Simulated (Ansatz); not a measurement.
Potential energy curve for BH, singlet.

- RHF/aug-cc-pVDZ (Ansatz, an electronic-structure program)
- RMP2 = Ansatz with MP2 on RHF/aug-cc-pVDZ, frozen core
- UHF/aug-cc-pVDZ (Ansatz)
- UMP2 = MP2 on UHF/aug-cc-pVDZ, frozen core (Ansatz)
- UCCSD = CCSD on UHF/aug-cc-pVDZ, frozen core (Ansatz)
- UCCSD(T) = Ansatz with CCSD(T) on UHF/aug-cc-pVDZ, frozen core
- UCCSDT = CCSDT on UHF/aug-cc-pVDZ, frozen core (Ansatz)
- UCCSDT(Q) = CCSDT(Q) on UHF/aug-cc-pVDZ, frozen core (Ansatz)
- RKS-B3LYP = restricted B3LYP/aug-cc-pVDZ run with Ansatz
- UKS-B3LYP = Ansatz with unrestricted B3LYP/aug-cc-pVDZ
- RKS-PBE0 = Ansatz with restricted PBE0/aug-cc-pVDZ
- UKS-PBE0 = unrestricted PBE0/aug-cc-pVDZ run with Ansatz
- FCI = full CI/aug-cc-pVDZ, frozen core (Ansatz)

All curves are set to zero at 1.24 Å and compared with full CI in the same basis at 1.24, 1.29, 1.31, 1.36, 1.46, 1.56, 1.66, 1.89, 2.06, 2.23, 2.49, 2.74, 3.00, 3.32, 3.78, 4.41, 5.04 Å.

### Question
Which method stays most parallel to full CI over these points, and which least?

### Answer
UCCSDT(Q) has the smallest spread and RHF the largest. In order (kJ/mol): UCCSDT(Q) 0.89, UCCSDT 1.07, UCCSD(T) 11.87, UCCSD 17.44, UKS-B3LYP 22.43, UKS-PBE0 25.82, UMP2 73.98, UHF 111.24, RMP2 159.53, RKS-B3LYP 167.63, RKS-PBE0 189.97, RHF 336.24.

Errors against full CI at some of the points (kJ/mol):

| method | 1.56 Å | 1.89 Å | 2.49 Å | 3.00 Å | 5.04 Å |
|---|---|---|---|---|---|
| UCCSDT(Q) | 0.0 | -0.1 | -0.5 | -0.4 | 0.0 |
| UCCSDT | 0.0 | -0.1 | 0.1 | 0.7 | -0.2 |
| UCCSD(T) | 0.0 | 0.6 | 8.5 | 10.8 | -0.5 |
| UCCSD | 1.1 | 3.6 | 15.1 | 11.5 | -2.2 |
| UKS-B3LYP | 3.0 | 8.4 | 22.4 | 14.1 | 9.5 |
| UKS-PBE0 | 2.9 | 9.7 | 25.1 | 12.3 | -0.7 |
| UMP2 | 10.1 | 32.1 | 23.3 | -7.8 | -28.4 |
| UHF | 21.2 | 46.0 | -1.6 | -41.0 | -65.3 |
| RMP2 | 7.9 | 20.7 | 56.5 | 96.3 | 148.0 |
| RKS-B3LYP | 2.9 | 8.3 | 33.8 | 68.5 | 167.6 |
| RKS-PBE0 | 0.9 | 7.7 | 39.0 | 78.9 | 190.0 |
| RHF | 15.2 | 36.7 | 90.9 | 150.1 | 336.2 |

The restricted form behind RHF, RMP2, RKS-B3LYP, RKS-PBE0 keeps the bonding electrons paired and can't separate into open-shell fragments. The T1 diagnostic of CCSD on the restricted reference of RMP2 exceeds 0.045 at 2.49 to 5.04 Å. The unrestricted determinant behind UHF, UMP2, UCCSD, UCCSD(T), UCCSDT, UCCSDT(Q) is spin-contaminated at 0.98 to 5.04 Å (<S²> up to 1.0, against 0.00 for a pure singlet). The unrestricted determinant behind UKS-B3LYP is spin-contaminated at 0.98 to 1.24, 2.23 to 5.04 Å (<S²> up to 1.0, against 0.00 for a pure singlet). The unrestricted determinant behind UKS-PBE0 is spin-contaminated at 0.98 to 1.56, 2.23 to 5.04 Å (<S²> up to 1.0, against 0.00 for a pure singlet).
